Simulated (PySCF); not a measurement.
C₃H₃BO₂, SMILES C(#C)B(O)C=O.

Geometry optimised at PBE0-D3(BJ)/def2-SVP. The structure was generated by enumeration, and PubChem lists no compound with its InChIKey, so it may never have been made. The values are those of a single conformer.

Two levels are set side by side: PBE/def2-TZVP (PySCF) and B3LYP/def2-TZVP (PySCF). Same geometry, gas phase. Differences are taken from unrounded values.

```tsv
quantity	PBE
orbital gap (eV)	2.03
highest occupied level (eV)	-5.50
lowest empty level (eV)	-3.47
dipole moment (D)	3.43
mean polarisability (bohr³)	54.4
```

**Question.** These are the PBE values. What does B3LYP give? (The exact figures need the calculation; the answer reports its results.)

**Answer.** 
```json
[
 {"quantity": "orbital gap (eV)", "B3LYP": "4.18", "PBE minus B3LYP": "-2.15"},
 {"quantity": "highest occupied level (eV)", "B3LYP": "-6.89", "PBE minus B3LYP": "1.39"},
 {"quantity": "lowest empty level (eV)", "B3LYP": "-2.71", "PBE minus B3LYP": "-0.76"},
 {"quantity": "dipole moment (D)", "B3LYP": "3.51", "PBE minus B3LYP": "-0.07"},
 {"quantity": "mean polarisability (bohr³)", "B3LYP": "52.3", "PBE minus B3LYP": "2.1"}
]
```

Without exact exchange PBE keeps part of each electron's self-repulsion, which lifts occupied levels and narrows the gap. PBE's more diffuse valence density responds more strongly to a field. Differences between two approximate levels are no errors against the true value.

Rough cost on one machine, each run with all the roots and properties that it gave: B3LYP against PBE within a factor of 2.
